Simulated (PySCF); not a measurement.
BH3N, multiplicity 2. Atoms are numbered in the order given.

```xyz
5

B      0.2175     0.8270     0.0000
N     -0.0298    -0.5245     0.0000
H     -0.6204     1.6794     0.0000
H     -0.9581    -0.9245     0.0000
H      0.6995    -1.2185     0.0000
```
Charge 0, spin multiplicity 2.

Geometry optimised at PBE0-D3(BJ)/def2-TZVP. The isomer is the one that the SMILES or the coordinates give; other isomers of the formula were not compared.

Calculation: PySCF with PBE0/def2-TZVPD.

Computed frontier levels, dipole moment and polarisability:
```
Property                                                                                                        Result
---------------------------------------------------------------------------------------------  -----------------------
α spin, highest occupied and lowest empty level                                                     -5.44 and -0.08 eV
β spin, highest occupied and lowest empty level                                                     -8.96 and -0.81 eV
dipole moment                                                                                                   2.26 D
quadrupole, principal values (traceless, Buckingham form, about the centre of nuclear charge)   -1.43, -0.77, 2.20 D·Å
mean static polarisability                                                                        29.0 bohr³ (4.29 Å³)
polarisability, principal values                                                                24.7, 28.1, 34.1 bohr³
⟨S²⟩                                                                                           0.753 (pure state 0.75)
```
